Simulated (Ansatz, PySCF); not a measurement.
Another site gives an ion 68527.52 eV lower (`O[SiH2]Br`) at the level CAM-B3LYP-D3(BJ)/def2-TZVPD (PySCF).

Z-matrix (Å, degrees):
```
Si
O 1 1.6472
H 2 0.9591 1 118.91
N 1 1.7039 2 115.27 3 -56.36
H 4 1.0048 1 122.75 2 105.48
H 4 1.0055 5 112.63 1 174.12
H 1 1.4723 2 102.54 3 -177.18
H 1 1.4794 7 112.62 2 119.04
```
Charge 0, multiplicity 1.

Computed with frozen-core CCSD(T)/def2-TZVPD // CAM-B3LYP-D3(BJ)/def2-TZVPD (Ansatz, a quantum-chemistry and plane-wave program).

The HF energy is -421.30948 Ha. The MP2 correlation energy comes out as -0.57495 Ha.

Q: Estimate the CCSD correlation energy, the (T) correction, the total energy and the T1 diagnostic.

A: 
```
Quantity                         Value
-----------------------  -------------
CCSD correlation energy    -0.60212 Ha
(T) correction             -0.02067 Ha
CCSD(T) total energy     -421.93227 Ha
T1 diagnostic                    0.011
```
